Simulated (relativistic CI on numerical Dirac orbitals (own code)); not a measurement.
## Fe²¹⁺: what numerical and physical settings do to a radial Dirac CI calculation

Reference input:

```
atom Fe  Z=26  charge=21  electrons=5
nucleus A=56  rms_radius_fm=3.7377
hamiltonian dirac-coulomb  breit=on  qed=on  c_scale=1
orbitals kli  potential=per-configuration
slater_scale 1
correlation none
mixing on
grid step=0.0125 r_max=5.1
scf mixing=0.4 start=green max_iterations=150 tolerance=2e-08 node_fill=0.05
configurations
  [He] 2s2 2p
  [He] 2s 2p2
  [He] 2p3
end
```

Computed lowest total energy -878.24705 Ha, first excitation 118112.2 cm⁻¹, 25 SCF steps. Runs with settings changed; * marks those that are bad on purpose:

| Changed | Outcome | Lowest level | ΔE (Ha) | First excitation (cm⁻¹) | SCF steps | Message |
| --- | --- | --- | --- | --- | --- | --- |
| SCF mixing 0.7 | converged | 2s2 2p 2P°_1/2 | -3.47e-10 | 118112.2 | 21 |  |
| SCF tolerance 1e-05 | converged | 2s2 2p 2P°_1/2 | 6.68e-09 | 118112.2 | 20 |  |
| Breit term off | converged | 2s2 2p 2P°_1/2 | -0.308 | 122073.6 | 25 |  |
| grid step 0.02, iteration limit 30 | converged | 2s2 2p 2P°_1/2 | 3.75e-05 | 118112.2 | 25 |  |
| SCF mixing 1.3 * | converged | 2s2 2p 2P°_1/2 | -2.61e-11 | 118112.2 | 22 |  |
| Slater scale 0 * | converged | 2s2 2p 2P°_1/2 | 0.156 | 120989.2 | 25 |  |
